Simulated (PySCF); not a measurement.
**Polarisability and C₆ of Fe²⁺ (iron, charge +2)**

[Ar] 3d6, high-spin 5D determinant. Calculation: PySCF 2.14, in ANO-RCC-VTZP; scalar relativity by spin-free X2C-1e. Coupled (time-dependent) response in atomic units; α is the mean over directions. The basis has no added diffuse functions, which lowers α and C₆.

```csv
method,mean α (bohr³),"α xx, yy, zz",C₆ (like pair),S(−4)
B97-3,3.444,"3.688, 3.688, 2.956",9.780,7.650
```

S(−4) is the Cauchy moment in α(ω) = α(0) + S(−4) ω² + …

α(iu) at B97-3:

```json
{"u (hartree)": "0", "α(iu) (bohr³)": "3.444"}
{"u (hartree)": "0.0500", "α(iu) (bohr³)": "3.425"}
{"u (hartree)": "0.100", "α(iu) (bohr³)": "3.370"}
{"u (hartree)": "0.200", "α(iu) (bohr³)": "3.183"}
{"u (hartree)": "0.300", "α(iu) (bohr³)": "2.945"}
{"u (hartree)": "0.500", "α(iu) (bohr³)": "2.492"}
{"u (hartree)": "0.750", "α(iu) (bohr³)": "2.073"}
{"u (hartree)": "1.00", "α(iu) (bohr³)": "1.775"}
{"u (hartree)": "1.50", "α(iu) (bohr³)": "1.356"}
{"u (hartree)": "2.00", "α(iu) (bohr³)": "1.060"}
{"u (hartree)": "3.00", "α(iu) (bohr³)": "0.6763"}
{"u (hartree)": "5.00", "α(iu) (bohr³)": "0.3291"}
```

A single London oscillator, α(iu) = α/(1 + u²/ω²), gives C₆ = (3/4) ω α². Matching the computed C₆ needs ω = 4 × 9.780 / (3 × 3.444²) = 1.10 hartree.

For an ion, C₆ is the dispersion term alone; charge-induced terms of lower order in 1/R come first.

The components differ because the open shell of this determinant is not spherical; for a pure term their mean is the scalar polarisability.
